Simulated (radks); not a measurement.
Results of a calculation; reference values are marked as such.
Q: These are the eigenvalues of the occupied orbitals of an atom or ion with whole-number occupations (eV). Code: a radial shooting solver on a logarithmic mesh with Libxc functionals. Model: Dirac Kohn-Sham, LDA (Slater exchange, Perdew-Wang correlation), spin-unpolarised, spherical densities, finite nucleus; Fermi nuclear charge, rms radius of each element as measured or else 0.836 A^(1/3) + 0.57 fm.

orbital  eigenvalue
1s1/2     -30284.35
2s1/2     -4640.374
2p1/2     -4346.067
2p3/2     -4094.655
3s1/2     -938.3303
3p1/2     -817.9001
3p3/2     -771.4442
3d3/2     -558.1235
3d5/2     -548.4463
4s1/2     -180.4701
4p1/2     -138.9956
4p3/2     -129.8599
4d3/2      -63.0037
4d5/2      -61.5617
5s1/2      -27.9254
5p1/2      -17.7751
5p3/2      -16.5905

Which element is it, and in what charge state? The configuration may be excited. Open shells, if any, are shared by 2j + 1.

A: Z = 51, antimony, charge +1: Sb+ in [Kr] 4d7 5s1 5p6. The list shows which subshells hold electrons but not how many an open one holds; the 1s level, -1112.9 hartree, gives Z - s = 47.2 by -(Z - s)^2/2, which with screening and relativity narrows Z to a few neighbours, and the depths of the outer levels then fix element, charge and occupations together.
